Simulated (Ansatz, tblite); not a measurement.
Isomers of Li₆H₇⁻ (singlet), found by a short tight-binding search and relaxed with PBE0-D4/def2-TZVPD in Ansatz.

The xTB rows come from tblite. Correlated methods freeze no core orbitals; core or outer-core shells of Li are correlated, in sets that lack core-valence functions.

A: At BLYP-D4/def2-TZVPD the highest occupied level of the charge -1 singlet lies above zero (up to 0.07 eV). The electron is either unbound and held by the finite basis, or the level is raised by self-interaction error. B: At BLYP-D4/def2-TZVPD the highest occupied level of the charge -1 singlet lies above zero (up to 0.02 eV). The electron is either unbound and held by the finite basis, or the level is raised by self-interaction error.

Other spin states were run for one of them alone.

A:

```xyz
13

Li    1.6779    0.7557    0.1901
Li    0.3473   -0.7503    2.1297
Li    0.1597   -1.3907   -0.6443
Li    0.3232    1.0665   -2.0803
Li   -1.7730   -1.3002    0.9393
Li   -1.0682    1.0383    0.4067
H     1.8079    0.1012    1.8162
H    -1.3681    0.0682    2.0096
H     1.4210   -0.3380   -1.2456
H    -0.2323   -2.1906    1.0317
H     0.3121    1.8670   -0.2738
H    -1.4973   -0.4875   -0.6106
H    -0.1101    1.5603   -3.6688
```

B:

```xyz
13

Li    1.520    1.716    0.186
Li   -1.839   -1.542    0.284
Li   -0.061   -0.098    1.327
Li   -0.177   -0.554   -1.462
Li    1.681   -1.194   -0.048
Li   -1.950    0.797   -0.145
H    -2.026   -0.135    1.430
H    -0.089   -1.739    0.337
H     1.530   -0.972   -1.788
H    -2.137   -0.648   -1.271
H     1.758    0.069    1.244
H     2.002    3.363    0.175
H    -0.211    0.937   -0.269
```

C:

```xyz
13

Li   -0.8145    1.4641    0.7689
Li   -1.2005    0.3979   -1.4711
Li    0.5622   -1.5582   -0.8114
Li    1.2857    0.7031   -0.9572
Li    1.1502    0.2340    1.3080
Li   -0.9428   -1.2254    1.1679
H     0.3388   -0.1608   -2.3323
H    -0.2549   -0.0961   -0.0356
H    -2.1405    1.5681   -0.5104
H     1.0050    1.8917    0.4551
H     2.0632   -0.7124   -0.0168
H    -0.4220    0.1193    2.3268
H    -0.6298   -2.6253    0.1080
```

Problem. Estimate which lies lowest at each level, and how far above it the others are (kcal/mol).

Solution. 
| level | A | B | C |
| --- | --- | --- | --- |
| GFN1-xTB | 0.0 | 11.3 | 36.6 |
| HF/def2-TZVPPD | 3.3 | 4.0 | 0.0 |
| PBE-D4/def2-TZVPD | 11.4 | 9.3 | 0.0 |
| BLYP-D4/def2-TZVPD | 8.7 | 7.3 | 0.0 |
| r2SCAN-D4/def2-TZVPD | 11.0 | 9.0 | 0.0 |
| PBE0-D4/def2-TZVPD | 11.1 | 8.9 | 0.0 |
| PBE-QIDH/def2-TZVPD | 10.0 | 8.2 | 0.0 |
| MP2/def2-TZVPPD | 8.7 | 7.5 | 0.0 |
| CCSD/def2-TZVPPD | 8.0 | 7.0 | 0.0 |
| CCSD(T)/def2-TZVPPD | 8.7 | 7.5 | 0.0 |
Point groups (tolerance 0.1 Å): A Cs, B not assigned, C not assigned. Lower isomers may exist.
